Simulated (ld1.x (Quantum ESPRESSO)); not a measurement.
**Reading a pseudo-wave (Gd)**

Columns: radius, all-electron u(r) and pseudo u(r) of the 4f shell (level -12.00 eV) of gadolinium in the configuration [Kr] 4d10 4f7 5s2 5p6 5d1.5 6s1.5 6p0; PBE, non-relativistic, TM semilocal scheme, ld1.x (Quantum ESPRESSO) 7.5.

```tsv
r (bohr)	all-electron	pseudo
0.125	0.1435	0.0222
0.250	0.5924	0.2598
0.375	0.9501	0.7703
0.500	1.0996	1.1722
0.625	1.0969	1.2247
0.750	1.0169	1.0789
0.875	0.9082	0.9198
1.000	0.7953	0.7956
1.125	0.6894	0.6894
1.250	0.5944	0.5944
1.375	0.5108	0.5108
1.500	0.4382	0.4382
1.625	0.3756	0.3756
1.750	0.3219	0.3219
1.875	0.2759	0.2759
2.000	0.2367	0.2367
2.125	0.2033	0.2033
2.250	0.1749	0.1749
2.375	0.1506	0.1506
2.500	0.1299	0.1299
2.625	0.1122	0.1122
2.750	0.0971	0.0971
2.875	0.0842	0.0842
3.000	0.0731	0.0731
3.125	0.0635	0.0635
3.250	0.0553	0.0553
```

(1) How many radial nodes do the two functions have?

(2) At about which radius was the pseudo-wave matched?

(3) Is the pseudo-wave norm-conserving?

Answers

(1) The all-electron 4f function has n − l − 1 = 0; the pseudo-wave has 0.

(2) 1.10 bohr, where the columns begin to agree (steps of 0.12 bohr).

(3) Yes: the TM semilocal scheme keeps the norm inside the radius equal to the all-electron one, which fixes the energy derivative of the logarithmic derivative at the level.
